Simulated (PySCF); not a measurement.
C3H6BF3: core ionisation energies

BMe2(CF3), C3H6BF3.
Cartesian coordinates in Å at the PBE0-D3(BJ)/def2-SVP level; atoms count from 1:
```
atom  x, y, z in Å
B1     0.040    0.066    0.018
C2     1.596    0.039   -0.024
H3     1.911   -0.481   -0.948
H4     1.988   -0.594    0.791
H5     2.079    1.025    0.010
C6    -0.819    1.367    0.021
H7    -0.497    2.018    0.852
H8    -1.906    1.221    0.078
H9    -0.586    1.940   -0.895
C10   -0.744   -1.343    0.029
F11    0.040   -2.432    0.043
F12   -1.527   -1.446   -1.062
F13   -1.545   -1.432    1.109
```

Computed with delta-SCF UKS SCAN, pcX-2 on the ionised atom, pcseg-1 elsewhere, spin-free X2C in PySCF 2.14.0. Each binding energy is the total energy of the core-ionised species, with the hole localised on one atom, minus that of the ground state; both are solved self-consistently, so orbital relaxation is included.

Problem. List the computed XPS lines with their assignment.

Solution. 
```json
{"atom(s)": "F11/F12/F13", "bonded to": "C", "level": "F 1s", "binding energy (eV)": "693.58", "above the level's lowest (eV)": "0.00", "count": "3"}
{"atom(s)": "C10", "bonded to": "3 F and B", "level": "C 1s", "binding energy (eV)": "297.30", "above the level's lowest (eV)": "+6.61", "count": "1"}
{"atom(s)": "C2/C6", "bonded to": "3 H and B", "level": "C 1s", "binding energy (eV)": "290.69", "above the level's lowest (eV)": "0.00", "count": "2"}
{"atom(s)": "B1", "bonded to": "3 C", "level": "B 1s", "binding energy (eV)": "196.69", "above the level's lowest (eV)": "0.00", "count": "1"}
```

Lowest listed C 1s: C2/C6, bonded to 3 H and B. Highest, 6.61 eV above it: C10, bonded to 3 F and B.

Problem. Which photon energy gives electrons from C 1s of C2/C6 a kinetic energy of 50 eV, and what is their de Broglie wavelength?

Solution. hν = 290.69 + 50 = 340.69 eV, recoil neglected; λ = 12.264 Å/√(E/eV) = 1.73 Å.

Topologically equivalent atoms share the value of their first member; where this conformer doesn't relate them by symmetry, their own values could differ. Isolated species at its PBE0-D3(BJ)/def2-SVP geometry, gas phase.

Hardware: an Arm Neoverse V2 with one thread, shared host. Cost: 23 s, 0.56 GiB resident at most.
